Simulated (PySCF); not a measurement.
Geometry:
```csv
atom,x (Å),y (Å),z (Å)
B1,-2.613,-0.095,-0.409
N2,-1.425,-0.319,0.271
C3,-0.178,0.395,0.119
C4,0.951,-0.472,-0.423
C5,2.257,0.291,-0.579
H6,-3.566,-0.803,-0.176
H7,-2.665,0.805,-1.218
H8,-1.378,-1.082,0.940
H9,0.131,0.831,1.088
H10,-0.358,1.243,-0.560
H11,1.101,-1.334,0.252
H12,0.634,-0.894,-1.391
H13,2.595,0.711,0.383
H14,3.060,-0.358,-0.957
H15,2.148,1.130,-1.284
```

Geometry: PBE0-D3(BJ)/def2-SVP; GIAO shifts from PySCF 2.14, gas phase, non-relativistic, averaged over equivalent atoms.

At BP86/pcSseg-1 (135 basis functions, 13 s wall time on 1 thread of an Arm Neoverse V2, shared host):
| atoms | δ (ppm) |
| --- | --- |
| B1 | 34.3 |
| N2 | 164.3 |
| C3 | 59.0 |
| C4 | 32.8 |
| C5 | 13.4 |
| H8 | 4.84 |
| H6/H7 | 4.68 |
| H9/H10 | 3.10 |
| H11/H12 | 1.41 |
| H13/H14/H15 | 0.97 |

References, each an isolated molecule treated in the same way: 11B (σ = 95.26 ppm) against BF3·OEt2; 15N (σ = 263.10 ppm) against NH3; 13C (σ = 179.74 ppm), 1H (σ = 31.27 ppm) against TMS.

Task: Predict the values at LC-wPBE/pcSseg-1 on the same geometry.

Result: 
```tsv
atoms	δ at LC-wPBE/pcSseg-1	change
B1	39.1	+4.8
N2	145.2	-19.1
C3	52.9	-6.1
C4	28.5	-4.3
C5	12.4	-1.0
H8	4.38	-0.46
H6/H7	4.77	+0.09
H9/H10	2.90	-0.20
H11/H12	1.31	-0.10
H13/H14/H15	0.92	-0.05
```

Scale: 11B (σ = 101.21 ppm) vs BF3·OEt2; 15N (σ = 267.73 ppm) against NH3; 13C (σ = 188.56 ppm) and 1H (σ = 31.33 ppm) against TMS (reference shieldings calculated alike).

The largest change is at N2 (nitrogen bonded to C, B, H). Cost: 135 basis functions, 14 s wall time on 1 thread of an x86-64 server CPU, shared host. The order of the carbon signals is the same at both levels.

Experimental scales use liquid or dissolved standards, which lie at an offset from isolated NH3 (liquid NH3: subtract about 20 ppm). Unscaled 15N shifts of sp2 nitrogen come out 20 to 40 ppm too high even then.
